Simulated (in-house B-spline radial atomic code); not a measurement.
Configurations of the selenium ion Se⁺, with energies counted from [Ar] 3d10 4s2 4p3. Level of theory: non-relativistic TPSSh, spin-polarised, spherical fractional occupations, exact exchange averaged over the configuration, point nucleus; calculated with a radial B-spline atomic code at the basis-set limit. Shells without spins written out take the highest spin.

Occupations are held fixed; configurations that lie above the ionisation limit could autoionise.

| configuration | E - E(ref) (eV) | highest orbital | its <r> (bohr) |
| --- | --- | --- | --- |
| [Ar] 3d10 4s1 4p4 | 10.803 | 4p down | 2.163 |
| [Ar] 3d10 4s2 4p2 5d1 | 17.105 | 5d up | 8.308 |
| [Ar] 3d10 4s2 4p2 4f1 | 17.88 | 4f up | 8.49 |
| [Ar] 3d10 4s1 4p3 5p1 | 22.032 | 5p up | 5.541 |
| [Ar] 3d9 4s2 4p3 5f1 | 73.736 | 5f up | 14.45 |
| [Ne] 3s2 3p5 3d10 4s2 4p3 5s1 | 165.84 | 5s up | 4.437 |

Problem. Order these further configurations by energy, lowest first.
A. [Ne] 3s2 3p5 3d10 4s2 4p3 5d1
B. [Ar] 3d9 4s2 4p3 4d1
C. [Ar] 3d10 4s1 4p3 5d1
D. [Ar] 3d9 4s2 4p3 4f1
E. [Ar] 3d10 4s1 4p3 5f1

Solution. C (24.742 eV), E (26.757 eV), B (67.295 eV), D (72.56 eV), A (170.87 eV).

Problem. How far above the reference does [Ne] 3s2 3p5 3d10 4s2 4p3 5f1 lie?

Solution. 172.98 eV; its least bound orbital is 5f up with <r> = 14.46 bohr.
